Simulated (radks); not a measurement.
Problem. Neutral tellurium, 52 electrons, occupied as [Kr] 4d10 5s2 5p4. All-electron calculation, Dirac Kohn-Sham, BP86, spin-unpolarised, spherical densities, finite nucleus; open shells fill j = l - 1/2 first; Fermi nuclear charge, rms radius 4.7423 fm. Program: a radial shooting solver on a logarithmic mesh with Libxc functionals. Some entries of the table are withheld. Estimate them.

orbital,occ.,eigenvalue (hartree),r(max) (bohr)
1s1/2,2,-1161.647,(1)
2s1/2,2,-178.0763,0.1015
2p1/2,2,-166.8536,0.07794
2p3/2,4,-156.7620,0.08264
3s1/2,2,-35.43706,0.2928
3p1/2,2,-30.82084,0.2792
3p3/2,4,-28.94029,0.2897
3d3/2,4,-20.79393,0.2361
3d5/2,6,-20.40075,0.2391
4s1/2,2,-6.03110,0.7012
4p1/2,2,-4.44455,(2)
4p3/2,4,-4.08714,(3)
4d3/2,4,(4),0.8059
4d5/2,6,(5),0.8148
5s1/2,2,-0.55565,1.792
5p1/2,2,-0.24007,2.105
5p3/2,2,-0.21094,2.202

Solution. 
(1) 1s1/2 r(max) (bohr): 0.01793
(2) 4p1/2 r(max) (bohr): 0.7215
(3) 4p3/2 r(max) (bohr): 0.7459
(4) 4d3/2 eigenvalue (hartree): -1.55752
(5) 4d5/2 eigenvalue (hartree): -1.50360
